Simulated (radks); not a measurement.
Ionisation ladder of osmium, from Os XXIII to Os XLIV. Each ion is in the ground configuration listed by NIST, and IE = E(next ion) - E(this ion). Calculated with a radial shooting solver on a logarithmic mesh with Libxc functionals: scalar-relativistic Kohn-Sham, PBE, spin-unpolarised, spherical densities, point nucleus.

species         configuration  IE, Delta-SCF (eV)  -e(HOMO) (eV)  HOMO  <r> HOMO (bohr)
Os XXIII        [Kr] 4d10 4f8                   ?         624.31    4f            0.462
Os XXIV         [Kr] 4d10 4f7              694.26         670.67    4f            0.455
Os XXV          [Kr] 4d10 4f6              742.38         718.22    4f            0.447
Os XXVI         [Kr] 4d10 4f5              791.64         766.93    4f            0.441
Os XXVII        [Kr] 4d10 4f4              842.05         816.79    4f            0.434
Os XXVIII       [Kr] 4d10 4f3              893.56         867.76    4f            0.428
Os XXIX         [Kr] 4d10 4f2                   ?         919.84    4f            0.421
Os XXX          [Kr] 4d10 4f1              999.86         973.01    4f            0.416
Os XXXI             [Kr] 4d10              1270.8         1245.4    4d            0.429
Os XXXII             [Kr] 4d9              1323.5         1297.8    4d            0.426
Os XXXIII            [Kr] 4d8              1376.7         1350.7    4d            0.423
Os XXXIV             [Kr] 4d7              1430.6         1404.3    4d            0.419
Os XXXV              [Kr] 4d6              1485.0         1458.5    4d            0.416
Os XXXVI             [Kr] 4d5                   ?         1513.3    4d            0.413
Os XXXVII            [Kr] 4d4              1595.7         1568.6    4d            0.410
Os XXXVIII           [Kr] 4d3              1651.8         1624.5    4d            0.407
Os XXXIX             [Kr] 4d2              1708.5         1680.9    4d            0.404
Os XL                [Kr] 4d1              1765.8         1737.9    4d            0.401
Os XLI                   [Kr]              2031.5         2004.0    4p            0.400
Os XLII     [Ar] 3d10 4s2 4p5                   ?         2061.4    4p            0.398
Os XLIII    [Ar] 3d10 4s2 4p4              2147.0         2119.2    4p            0.395
Os XLIV     [Ar] 3d10 4s2 4p3              2205.1         2177.2    4p            0.393

Estimate the withheld Delta-SCF values.

Answer. Os XXIII: 647.31 eV (NIST 670); Os XXIX: 946.17 eV (NIST 970); Os XXXVI: 1540.1 eV (NIST 1528); Os XLII: 2089.1 eV (NIST 2052).

Beside tabulated values, note that spin-unpolarised runs miss the spin-polarisation part of the exchange energy of open shells.
